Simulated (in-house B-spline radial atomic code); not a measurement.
A fraction x of an electron is moved 5p → 5d in Dy VI (Dy5+), starting from [Kr] 4d10 4f8 5s2 5p5 and keeping the highest spin. All numbers are computed (scalar-relativistic (X2C) LC-wPBE, spin-polarised, spherical fractional occupations; Fermi nucleus of rms radius 5.2218 fm) with a B-spline radial code for spherical atoms, not measured.

Caution: exact exchange at fractional occupations of open shells leaves self-interaction of up to several eV.

```csv
x,E(x) - E(0) (eV),5p down level (eV),5d up level (eV)
0,0.0000,-84.318,-
0.125,4.5715,-83.975,-47.816
0.25,?,?,?
0.375,?,?,?
0.5,17.6656,-82.911,-49.239
0.625,21.8225,-82.545,-49.707
0.75,25.8750,-82.174,-50.172
0.875,29.8231,-81.799,-50.633
1,33.6664,-81.418,-51.090
```

Q: What belongs in the row x = 0.25?

A: An energy change of 9.0399 eV; 5p down at -83.627 eV, 5d up at -48.293 eV.

Q: What belongs in the row x = 0.375?

A: An energy change of 13.4046 eV; 5p down at -83.272 eV, 5d up at -48.768 eV.

Q: Check Janak's theorem between x = 0.5 and 0.625.

A: The slope of the energy is 33.26 eV; the orbital levels give 33.26 eV (ε of the receiving orbital less ε of the emptying one, averaged over the two points).
